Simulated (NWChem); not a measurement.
System: CdS; SMILES [S]=[Cd]

```xyz
2

Cd     0.0000     0.0000    -0.5637
S      0.0000     0.0000     1.6821
```
Atoms are numbered in this order, from 1.

Geometry: optimised at PBE0/def2-SVP. def2 effective core potentials on Cd; no spin-orbit coupling.

### Question
List the 4 lowest vertical singlet excitations from PBE0/def2-TZVP with def2 effective core potentials on Cd, TDA (NWChem).

### Answer
```json
[
 {"state": "S1", "energy (eV)": "0.74", "oscillator strength": "0.002", "leading excitation (squared amplitude)": "HOMO → LUMO (0.99)"},
 {"state": "S2", "energy (eV)": "0.74", "oscillator strength": "0.002", "leading excitation (squared amplitude)": "HOMO−1 → LUMO (0.99)"},
 {"state": "S3", "energy (eV)": "3.78", "oscillator strength": "0.079", "leading excitation (squared amplitude)": "HOMO−2 → LUMO (0.58)"},
 {"state": "S4", "energy (eV)": "4.25", "oscillator strength": "0.000", "leading excitation (squared amplitude)": "HOMO−1 → LUMO+2 (0.47)"}
]
```
